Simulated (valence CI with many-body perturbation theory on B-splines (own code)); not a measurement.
Values are calculated unless marked as measured or tabulated.
# Tm56+: what each term of the Hamiltonian does

Level of theory: configuration interaction combined with many-body perturbation theory (CI+MBPT): three valence electrons over a frozen Dirac-Fock core [Ne], a basis of 11 s, 11 p, 9 d, 7 f, 5 g, 2 h, 1 i functions for each j, with the one-electron correlation potential Σ1, the two-electron term Σ2, the three-electron term Σ3, Breit, model QED; selected CI, second order for the rest (own B-spline code, finite nucleus).

No measured spectrum was set against this ion. As an estimate, large intervals hold to a few tenths of a per cent, small ones and those within an open d or f shell to about a per cent.

Each rung adds one term. CI alone is the Dirac-Coulomb CI over the frozen core; QED comes last and gives the full result, which names the levels. Energies are above (3s^2 3p1/2) J=1/2 on the same rung, in eV.

Levels are named by their leading jj configuration (3d3/2^4 stands for four electrons in 3d with j = 3/2), which in mixed levels can hold well under half, so a name can repeat and another be missing. Letters in brackets count levels of one name in rising energy.

```
                     Level  CI alone      Σ1      Σ2      Σ3   Breit     QED    Full
        (3s 3p1/2^2) J=1/2    150.22  -0.268  -0.049  +0.012  +3.230  -3.586  149.56
        (3s^2 3p3/2) J=3/2    263.49  +0.156  +0.084  +0.001  -3.266  +0.305  260.77
(3s 3p1/2 3p3/2) J=3/2 [a]    386.33  -0.112  +0.280  +0.030  -0.098  -3.221  383.21
    (3s 3p1/2 3p3/2) J=5/2    403.46  -0.108  +0.145  +0.022  -0.757  -3.183  399.58
(3s 3p1/2 3p3/2) J=3/2 [b]    423.35  -0.107  -0.047  +0.016  -0.963  -2.760  419.49
    (3s 3p1/2 3p3/2) J=1/2    432.39  -0.112  -0.411  +0.002  -0.038  -3.270  428.56
        (3s^2 3d3/2) J=3/2    479.21  -0.086  -0.588  -0.040  -3.508  -0.858  474.13
        (3s^2 3d5/2) J=5/2    532.01  +0.053  -0.334  -0.032  -5.797  -0.261  525.63
     (3p1/2^2 3p3/2) J=3/2    571.78  -0.365  -0.112  +0.036  +1.602  -5.722  567.22
(3s 3p1/2 3d3/2) J=3/2 [a]    585.83  -0.353  -0.069  +0.004  -0.216  -4.539  580.66
    (3s 3p1/2 3d3/2) J=5/2    598.15  -0.348  -0.075  +0.002  -1.468  -3.877  592.39
    (3s 3p1/2 3d3/2) J=1/2    621.91  -0.348  -0.484  -0.022  -0.791  -3.866  616.40
(3s 3p1/2 3d3/2) J=3/2 [b]    627.22  -0.342  -0.516  -0.044  -0.805  -4.076  621.44
(3s 3p1/2 3d5/2) J=5/2 [a]    658.85  -0.212  -0.174  -0.023  -2.675  -3.711  652.05
        (3s 3p3/2^2) J=5/2    662.29  +0.045  +0.163  +0.012  -3.682  -2.875  655.95
    (3s 3p1/2 3d5/2) J=7/2    671.85  -0.210  -0.250  -0.015  -3.409  -3.707  664.26
(3s 3p1/2 3d5/2) J=5/2 [b]    681.23  -0.213  -0.291  -0.056  -2.963  -3.742  673.96
    (3s 3p1/2 3d5/2) J=3/2    685.73  -0.227  -0.514  -0.040  -2.154  -3.974  678.82
        (3s 3p3/2^2) J=1/2    695.72  +0.047  -0.089  -0.003  -3.149  -2.920  689.60
        (3s 3p3/2^2) J=3/2    702.60  +0.045  -0.394  -0.003  -3.474  -2.936  695.84
     (3p1/2^2 3d3/2) J=3/2    767.40  -0.615  -0.476  -0.005  +2.296  -7.419  761.18
     (3p1/2 3p3/2^2) J=5/2    829.67  -0.209  -0.001  +0.039  -1.892  -5.601  822.01
     (3p1/2 3p3/2^2) J=3/2    833.56  -0.220  -0.350  +0.018  -0.579  -6.286  826.15
     (3p1/2^2 3d5/2) J=5/2    841.33  -0.477  -0.659  -0.019  +0.337  -7.265  833.25
     (3p1/2 3p3/2^2) J=1/2    848.38  -0.212  -0.180  +0.029  -0.837  -5.976  841.20
(3s 3p3/2 3d3/2) J=3/2 [a]    862.02  -0.192  -0.173  -0.015  -4.168  -3.588  853.88
(3s 3p3/2 3d3/2) J=1/2 [a]    863.21  -0.191  -0.126  -0.025  -3.866  -3.609  855.39
(3s 3p3/2 3d3/2) J=5/2 [a]    865.23  -0.191  -0.265  -0.010  -4.097  -3.970  856.70
    (3s 3p3/2 3d3/2) J=7/2    868.83  -0.182  -0.110  -0.027  -5.076  -3.519  859.91
(3s 3p3/2 3d3/2) J=3/2 [b]    893.28  -0.176  -0.546  -0.031  -4.450  -3.587  884.49
    (3s 3p3/2 3d5/2) J=9/2    904.21  -0.052  +0.210  +0.004  -6.608  -3.361  894.40
```

The middle columns are the shifts that each term adds.

(1) How does the ionisation energy move along the ladder, and which term matters most?

## Answers

(1) CI alone 5663.3, + Σ1 5664.5, + Σ2 5664.4, + Σ3 5664.3, + Breit 5656.6, + QED 5656.6 eV. The largest step is Breit, -7.7 eV. NIST lists 5656 ± 5 eV (theoretical).
